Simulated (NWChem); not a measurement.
GeSiH₄Cl₂; SMILES Cl[SiH2][GeH2][Cl]

```xyz
8

Cl     0.7070    -2.5259    -0.3750
Si    -0.5894    -1.3000     0.6958
Ge    -0.6411     0.9079    -0.2583
Cl     1.2553     1.9136     0.2115
H     -0.1315    -1.2440     2.1046
H     -1.9478    -1.8988     0.6295
H     -0.7626     0.9132    -1.7972
H     -1.7507     1.7850     0.3684
```
Atoms are numbered in this order, from 1.

All runs: NWChem. The geometry was optimised at B3LYP/6-31G* (spherical d). Total energies compare along this basis series because the functional is fixed.

```csv
level,basis functions,energy (Ha),highest occupied level (eV),orbital gap (eV),dipole (D)
B3LYP/cc-pVDZ,101,-3289.4533,-7.86,6.74,2.59
B3LYP/aug-cc-pVDZ,153,-3289.4639,-8.00,6.54,2.60
B3LYP/cc-pVTZ,201,-3289.5809,-7.97,?,?
```

Some entries are withheld; supply them.


- B3LYP/cc-pVTZ, orbital gap (eV): 6.68
- B3LYP/cc-pVTZ, dipole (D): 2.49
